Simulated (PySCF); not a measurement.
# Ionisation energy of Te³⁷⁺ by level of theory

Te³⁷⁺ [Ne] 3s2 3p3 (4S) → Te³⁸⁺ [Ne] 3s2 3p2 (3P), as a difference of total energies. Computed with PySCF 2.14 in an uncontracted even-tempered set (16 s from 6.6 bohr⁻², ratio 2.5; 10 p from 8.6 bohr⁻², ratio 2.5; 4 d from 35 bohr⁻², ratio 2.7; 4 f from 52 bohr⁻², ratio 2.7), with the non-relativistic Hamiltonian (point nucleus). Correlated levels: outer shells: 1s2 frozen; virtual orbitals above 40 to 60 times the deepest correlated orbital energy dropped. The calculations carry no spin-orbit coupling.

```tsv
method	ionisation energy (eV)
UHF	2545.9
LDA	2546.5
PBE	2546.9
PBE0	2547.0
r2SCAN	2547.7
TPSS	2546.9
M06-L	2547.2
MP2 (outer shells)	2546.2
SCS-MP2 (outer shells)	2545.9
```

Spin-orbit coupling is strong in these open shells (close to jj coupling). The scalar numbers leave it out and a first-order estimate fails, so it can dominate the gap to the real levels.

All relativistic terms are absent from these numbers, so their closeness to the reference says little about the methods.

For comparison: 2552 ± 4 eV (theoretical estimate listed by NIST; NIST Atomic Spectra Database, ionization energies).
